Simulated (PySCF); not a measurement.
# NMR data sheet: C$_{4}$H$_{11}$FSi$_{2}$

| Property | Result |
| --- | --- |
| Formula | C4H11FSi2 |
| SMILES | FC/C=C/[SiH2]C[SiH3] |
| Point group of the computed structure | C1 |
| Degrees of unsaturation | 1 |
| Carbon signals | 4 |
| Proton signals | 6 |

Mapped SMILES: `[F:1][CH2:2]/[CH:3]=[CH:4]/[SiH2:5][CH2:6][SiH3:7]` (H(Xn): hydrogen on atom n).

Level of theory: GFN2-xTB geometry, NMR shieldings at PBE0/pcSseg-1/GIAO, in PySCF (fast rotation and ring inversion assumed for equivalent nuclei, a single conformation, non-relativistic, no solvent).

Shifts are taken against calculated references (same method and geometry level): ¹H (σ = 31.72 ppm), ¹³C (σ = 186.93 ppm), ²⁹Si (σ = 349.16 ppm) vs TMS; ¹⁹F (σ = 170.95 ppm) against CFCl3.

| carbon | δC, type | δH (multiplicity) | HMBC from (2–3 bonds) | span of the C tensor (ppm) |
| --- | --- | --- | --- | --- |
| C2 | 87.8, CH2 | 5.35 (m) | H(C4), H(C3) | 73 |
| C3 | 153.1, CH | 6.10 (m) | H(C4), H(C2), H(Si5) | 234 |
| C4 | 125.1, CH | 6.47 (m) | H(C3), H(C2), H(Si5), H(C6) | 239 |
| C6 | -15.8, CH2 | -0.06 (m) | H(C4), H(Si5), H(Si7) | 14 |

Other nuclei:
```tsv
atoms	nucleus	environment	δ (ppm)	σ (ppm)
H(Si5)	¹H	hydrogen on a silicon bonded to 2 C	4.65	27.07
H(Si7)	¹H	hydrogen on a silicon bonded to C	3.99	27.73
F1	¹⁹F	fluorine on an sp3 carbon	-260.3	431.2
Si5	²⁹Si	silicon bonded to 2 C, 2 H	-50.0	399.1
Si7	²⁹Si	silicon bonded to C, 3 H	-75.0	424.1
```

- Carbon types of the structure: 2 × CH, 2 × CH2, leaving 5 H on heteroatoms.
- δC 153.1, 125.1: alkene CH; the olefinic region.
- δC 87.8: allylic sp3 CH2 bonded to F; deshielded by the electronegative neighbour.
- δC -15.8: sp3 CH2 bonded to 2 Si; an electropositive neighbour leaves it electron-rich and shielded.
- δH 5.35: hydrogen on an allylic sp3 CH2 bonded to F; its carbon carries F, an electronegative neighbour.
- δH -0.06: hydrogen on an sp3 CH2 bonded to 2 Si; an electropositive neighbour shields it, as in TMS itself.

Splittings by ¹⁹F in the carbon and heteronuclear signals aren't shown, as no couplings were computed. Shifts are as computed. Against solution values, carbons near 30 ppm lie about +3 ppm off and those near 130 ppm about +5 ppm. Of 1309 compounds with measured shifts, 239 miss one by over three times the rms of a fit or turn the order of signals round; such compounds aren't used in these exercises. Unscaled 19F shifts against computed CFCl3 carry errors that often reach 10 to 50 ppm. No couplings were computed; multiplicities are counted from neighbouring protons, with m where these are inequivalent, close in shift, in a saturated or five-membered ring or joined by F or P, and br s for small geminal =CH2 splittings.
